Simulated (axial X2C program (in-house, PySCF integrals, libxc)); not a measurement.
**Worked dissociation energy of AlI⁺: MP2, without spin–orbit coupling**

Calculated with an axial X2C code built on PySCF integrals. Spin-free means the one-electron spin-free X2C Hamiltonian. Basis: I dyall-cv3z [11s12p8d4f1g], Al dyall-v3z [8s8p2d1f] (cores contracted in-house); Gaussian nuclei, density fitting, unrestricted open shells. Masses: I 126.904 u, Al 26.982 u.

Molecular state: M_S = 1/2, Λ = 0 (beyond evenly filled blocks: σα).

Correlated methods: 9 electrons correlated (number of frozen shells: I 4 s, 3 p, 2 d; Al 2 s, 1 p), 219 virtual spin orbitals or spinors in MP2.

* E(I) (2M_S = 1, M_L = 0): -7112.875382 hartree
* E(Al+) (2M_S = 0, M_L = 0): -242.140155 hartree
* E(AlI⁺) at Re: -7355.059412 hartree
* ωe: 408.8 cm⁻¹
* ωexe: 1.63 cm⁻¹

**Question.** Work out De and D0.

**Answer.** De = -7112.875382 + (-242.140155) − (-7355.059412) = 0.04387 hartree = 1.194 eV. The zero-point energy is ωe/2 − ωexe/4 = 204 cm⁻¹ = 0.025 eV, so D0 = 1.169 eV.

The state is a single determinant with fixed occupations, the lowest that a limited PBE0 search found. Dissociation energies refer to the lowest single-determinant-based atoms at the same level and basis. Spin-free De lacks the spin–orbit lowering of the heavy p-block atom, a tenth of an eV or more for 4p and 5p, up to an eV for 6p and one to two eV for 7p atoms, less what an open-shell molecule gains itself.

Each atomic determinant is the lowest at this level and need not be a pure term. Totals compare only within one Hamiltonian and basis.
